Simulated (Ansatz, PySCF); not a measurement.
System: CCl2, net charge 1, doublet state. 
Structure (B3LYP-D3(BJ)/def2-TZVP (Ansatz, an electronic-structure program) minimum search):
```xyz
3

C      0.0186     0.0059     0.5093
Cl     0.8255    -1.2186    -0.1061
Cl    -0.8321     1.2165    -0.0737
```
Charge +1, spin multiplicity 2.

Total electronic energies in hartree. Valence correlation only, unless marked. Open shells are spin-unrestricted. No spin-orbit coupling. No relativistic terms. Basis-set limits of correlation are two-point, X^-3; Hartree-Fock from the larger set.

```
level                                        program  energy (Eh)
------------------------------------  --------------  -----------
RI-HF/aug-cc-pV(Q+d)Z                         Ansatz   -956.51837
revPBE-D3(BJ)/def2-TZVPD              Ansatz + dftd3   -957.95043
PW6B95/def2-TZVPD                              PySCF   -958.86642
HSE06-D4/def2-TZVPD                   Ansatz + dftd4   -957.74510
HSE06/def2-TZVPD                              Ansatz   -957.74348
B2GP-PLYP/def2-TZVPD                          Ansatz   -957.71153
MP2/aug-cc-pV(D+d)Z                           Ansatz   -956.86511
SCS-MP2/cc-pV(T+d)Z                           Ansatz   -956.98451
CCSD(T)/CBS(cc-pV(T+d)Z,cc-pV(Q+d)Z)          Ansatz    -957.1428
```

Totals of different functionals don't rank their quality; only differences between species are comparable.
